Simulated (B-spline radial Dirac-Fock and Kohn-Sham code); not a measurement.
**Xe²⁺ 4s: cross section and angular parameters**

System: the Xe²⁺ ion in the configuration [Kr] 4d10 5s2 5p4; threshold 230.7 eV (orbital energy of the model). Method: Dirac-Hartree-Slater photoionisation with a Latter tail; cross sections with all multipoles, angular parameters from the dipole term and its interference with E2. Computed with a radial atomic solver.

For linearly polarised light dσ/dΩ = σ/(4π) [1 + β P₂(cos θ) + (δ + γ cos²θ) sin θ cos φ], with θ from the polarisation vector and φ the angle between the beam and the projection of the electron momentum on the plane normal to the polarisation.

```csv
hν (eV),σ (kb),β,γ
250,145,1.940,0.282
295,129,1.954,0.356
298,128,1.954,0.359
300,127,1.955,0.361
404,?,?,?
478,77.1,1.972,0.400
600,57.2,1.976,0.377
1180,20.4,1.984,0.202
1310,17.1,1.984,0.165
1760,10.4,1.986,0.061
1980,8.44,1.986,0.021
2000,8.29,1.986,0.018
2984.4,4.01,1.988,-0.086
4000,2.31,1.989,-0.110
4210,2.10,1.989,-0.108
4430,1.90,1.989,-0.103
4450,1.89,1.989,-0.103
6310,0.949,1.989,0.000
6420,0.917,1.989,0.008
8047.8,0.579,1.989,0.150
15000,0.153,1.988,0.866
```

Task: Give the values at 404 eV.

Result: σ = 94.5 kb, β = 1.967, γ = 0.402. For an s subshell δ is negligible.
